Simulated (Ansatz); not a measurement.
Consider the homolysis of the Si–Te bond: `C[Te][SiH2][SiH3]` → `[SiH2][SiH3]`• + `C[Te]`•.

Isolated molecules relaxed with PBE0-D4/def2-TZVP in Ansatz; ΔE leaves out vibrations. CCSD(T)/CBS is the MP2 limit (def2-TZVPP, def2-QZVPP) plus CCSD(T) − MP2 in def2-TZVPP, frozen cores. Functionals use def2-TZVPP. B3LYP here is the variant with VWN-RPA as its local correlation; programs differ in this. No spin–orbit coupling; open shells (•) take unrestricted orbitals. Elements past krypton have def2 core potentials. For Te outer-core shells are correlated without core-valence functions, which leaves a few kJ/mol of doubt a bond. One conformer a species, not always the lowest.

`C[Te][SiH2][SiH3]`:

```xyz
12

C     1.032    2.022    0.263
Te   -1.096    1.904   -0.019
Si   -1.253   -0.493    0.643
Si   -0.041   -1.815   -0.855
H     1.275    1.818    1.303
H     1.320    3.041    0.009
H     1.533    1.320   -0.399
H    -2.701   -0.832    0.590
H    -0.766   -0.687    2.037
H     1.350   -1.295   -0.962
H    -0.680   -1.747   -2.195
H     0.027   -3.237   -0.417
```

`[SiH2][SiH3]`•:

Cartesian coordinates in Å:
```
Si -0.595 0.960 0.796
Si 0.525 -0.746 -0.317
H -0.191 2.333 0.386
H -2.078 0.840 0.778
H 0.112 -2.052 0.261
H 0.239 -0.763 -1.779
H 1.989 -0.571 -0.124
```

`C[Te]`•:

Z-matrix (Å, degrees):
```
C
Te 1 2.136
H 1 1.091 2 106.5
H 1 1.087 2 110.1 3 118.5
H 1 1.087 2 110.1 3 -118.4
```

CCSD(T)/CBS gives +3.09 eV.

Q: Another level gave +3.05 eV. Which?
A. HF/def2-TZVPP
B. MP2/def2-TZVPP
C. B3LYP/def2-TZVPP
D. PBE/def2-TZVPP

A: B. MP2/def2-TZVPP 3.05, PBE 2.81, HF/def2-TZVPP 1.82, B3LYP 2.62 eV.

Largest T1 diagnostic among the species: 0.015.

In def2-TZVPP, CCSD(T) changes the Hartree–Fock value by +1.05 eV (the triples alone add +0.13 eV) and MP2 by +1.23 eV; breaking electron pairs costs correlation energy, which Hartree–Fock lacks. The D4 term adds +0.22 eV with B3LYP and +0.12 eV with PBE0; it sums over pairs of atoms, weighted by their polarisabilities, and B3LYP, whose exchange is more repulsive, gets the larger term.
